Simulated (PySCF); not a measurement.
PySCF input file for Cl2HSi, SMILES [SiH](Cl)Cl, multiplicity 2, PBE-D3(BJ)/def2-TZVP. Coordinates come from a PBE-D3(BJ)/def2-TZVP optimisation. The isomer is the one that the SMILES or the coordinates give; other isomers of the formula were not compared.

```python
import numpy as np
from pyscf import gto, scf, dft, df
from pyscf.hessian import thermo

mol = gto.M(
    atom='''
    Cl   -0.02462646   -0.37750973   -1.69506829
    Si    0.13309706    0.79206136    0.00000000
    Cl   -0.02462646   -0.37750973    1.69506829
    H    -1.02605910    1.74647179    0.00000000
    ''',
    basis='def2-TZVP',
    charge=0,
    spin=1,
    max_memory=1600,
    verbose=3,
)
mf = dft.UKS(mol, xc='pbe').density_fit(auxbasis='def2-universal-jkfit')
mf.disp = 'd3bj'
mf.grids.level = 3
mf.conv_tol = 1e-11
mf.max_cycle = 100
mf.kernel()
fine, coarse = mf.grids, dft.Grids(mol).set(level=1).build(with_non0tab=True)
for _ in range(3):  # follow internal instabilities
    mf.grids = coarse
    mo, _, stable, _ = mf.stability(return_status=True, nroots=4)
    mf.grids = fine
    if stable:
        break
    mf.kernel(mf.make_rdm1(mo, mf.mo_occ))

# [left out here: the lines that compute and print the analytic Hessian (its translational invariance restored by hand, since the grid's response is missing), thermochemistry and intensities]
```

It prints:

```

WARN: HOMO -0.18220774081378 >= LUMO -0.182207740813777

converged SCF energy = -1210.06088923811  <S^2> = 0.75199341  2S+1 = 2.0019924
<class 'pyscf.df.df_jk.DFUKS'> wavefunction is stable in the internal stability analysis

WARN: DFTD3 does not support analytical Hessian, using finite difference


WARN: Mole.unit (angstrom) is changed to Bohr

Mode                                 0                   1                   2
Irrep
Freq [cm^-1]                      170.2588            493.6415            554.4067
Reduced mass [au]                  26.6654             22.9954             11.4114
Force const [Dyne/A]                0.4554              3.3015              2.0666
Char temp [K]                     244.9644            710.2403            797.6678
Normal mode                   x     y     z       x     y     z       x     y     z
       0  Cl                 0.00  0.04 -0.10   -0.01 -0.05 -0.07    0.00  0.04  0.06
       1  Si                -0.01 -0.09  0.00    0.01  0.13 -0.00   -0.00 -0.00 -0.14
       2  Cl                 0.00  0.04  0.10   -0.01 -0.05  0.07   -0.00 -0.04  0.06
       3   H                -0.01 -0.09 -0.00   -0.01  0.11  0.00    0.00  0.00 -0.24
Mode                                 3                   4                   5
Irrep
Freq [cm^-1]                      623.7607            709.0542           2098.2051
Reduced mass [au]                   1.1609              1.0997              1.0438
Force const [Dyne/A]                0.2661              0.3257              2.7074
Char temp [K]                     897.4527           1020.1711           3018.8500
Normal mode                   x     y     z       x     y     z       x     y     z
       0  Cl                 0.02 -0.00 -0.00    0.01 -0.00  0.01    0.00  0.00  0.00
       1  Si                -0.06 -0.02  0.00    0.00 -0.00 -0.05    0.03 -0.02  0.00
       2  Cl                 0.02 -0.00  0.00   -0.01  0.00  0.01    0.00  0.00 -0.00
       3   H                 0.56  0.74  0.00   -0.00 -0.00  0.95   -0.75  0.62 -0.00
temperature 298.1500 [K]
pressure 101325.00 [Pa]
Rotational constants [GHz] 15.63934 2.46297 2.15466
Symmetry number 1
Zero-point energy (ZPE) 0.01059 [Eh]   27809.151 [J/mol]
                           tot       elec      trans        rot        vib
Entropy [J/mol/K]       297.930      5.763    166.179    107.792     18.196
Cv [J/mol/K]             50.362      0.000     12.472     12.472     25.419
Cp [J/mol/K]             58.677      0.000     20.786     12.472     25.419
Internal energy [J/mol]                      3718.434   3718.434  31173.319
Internal energy [Eh]   -1210.04618  -1210.06089
Enthalpy [J/mol]                             6197.391   3718.434  31173.319
Enthalpy [Eh]          -1210.04524
Gibbs free energy [J/mol]                  -43348.939 -28419.825  25748.215
Gibbs free energy [Eh] -1210.07907
mode   freq/cm-1   IR/(km/mol)
   1      170.26         1.643
   2      493.64        38.030
   3      554.41       123.585
   4      623.76        22.816
   5      709.05        75.398
   6     2098.21        68.695
max |gradient| / (hartree/bohr): 2.7372009860041628e-05
APT charges: [-0.4681  1.1098 -0.4681 -0.1737]
```

The calculation finished and met its thresholds.
